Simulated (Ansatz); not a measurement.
Two structures of SiNH₅ClF, singlet, reached by relaxing down either side of one saddle point (PBE0-D4/def2-TZVP). Energies are electronic, without zero-point energy. Program: Ansatz 0.2.0. Basis: def2-TZVPP and def2-QZVPP. Cores are frozen in the correlated methods. Extrapolation: Hartree–Fock as exp(−7.88 √X), correlation as X^−2.97. First:

```xyz
9
angstrom
Si -0.6794 -0.7118 -0.3132
Cl 1.0557 -1.7095 0.3366
H -1.1699 -1.5087 -1.4557
H -1.5680 -0.7398 0.8640
N -0.4060 0.8826 -0.8101
H 1.5083 0.1414 1.4619
F 1.3805 1.0115 1.7731
H -0.0915 1.5611 -0.1316
H -0.0298 1.0732 -1.7249
```

Second:

```json
{"atom": "Si1", "x (Å)": "-1.0508", "y (Å)": "-0.0569", "z (Å)": "0.1329"}
{"atom": "Cl2", "x (Å)": "2.7594", "y (Å)": "-1.2339", "z (Å)": "0.3156"}
{"atom": "H3", "x (Å)": "-1.4459", "y (Å)": "-1.2599", "z (Å)": "-0.6276"}
{"atom": "H4", "x (Å)": "-2.1791", "y (Å)": "0.7050", "z (Å)": "0.7070"}
{"atom": "N5", "x (Å)": "-0.1424", "y (Å)": "0.9680", "z (Å)": "-0.8586"}
{"atom": "H6", "x (Å)": "1.6867", "y (Å)": "-1.0448", "z (Å)": "1.0019"}
{"atom": "F7", "x (Å)": "-0.2231", "y (Å)": "-0.6256", "z (Å)": "1.4058"}
{"atom": "H8", "x (Å)": "0.0067", "y (Å)": "1.9353", "z (Å)": "-0.6230"}
{"atom": "H9", "x (Å)": "0.5884", "y (Å)": "0.6127", "z (Å)": "-1.4540"}
```

(1) Which bonds change from the first to the second?

(2) Give the saddle point's structure and its height above each. (An estimate is asked for; the value comes from the calculation.)

No T1 diagnostic of these runs exceeds 0.012.

Results:

(1) SiNH₄Cl ([NH2][SiH2][Cl]) + HF → SiNH₄F ([NH2][SiH2][F]) + HCl; bonds formed: Si1–F7, Cl2–H6; bonds broken: Si1–Cl2, H6–F7.

(2) Computed: 29.48 kcal/mol above the first and 38.17 kcal/mol above the second (CCSD(T) at an estimated basis limit (MP2 extrapolated from triple and quadruple zeta, plus CCSD(T) − MP2 in triple zeta)).
```
9
angstrom
Si -0.4065 -0.3216 0.0087
Cl 1.3506 -1.9616 0.7017
H -0.6518 -1.2914 -1.0862
H -1.4075 -0.5381 1.0693
N -0.3458 1.1132 -0.8823
H 1.3112 -0.5688 1.3066
F 0.7515 0.4441 1.2711
H -0.0871 2.0128 -0.5162
H -0.5146 1.1115 -1.8727
```

Labels in which every atom is bracketed show which atoms are joined, not bond orders.

For scale, one of the runs: CCSD(T)/def2-TZVPP, 216 basis functions, launched by `ansatz run in.yaml --threads 4 --pin off --events-out ev --progress --plain --max-ram 9574MiB`. Time: 52 s of wall clock on 4 CPU threads of an Arm Neoverse V2; the host was shared. Peak host memory: 3.1 GiB.
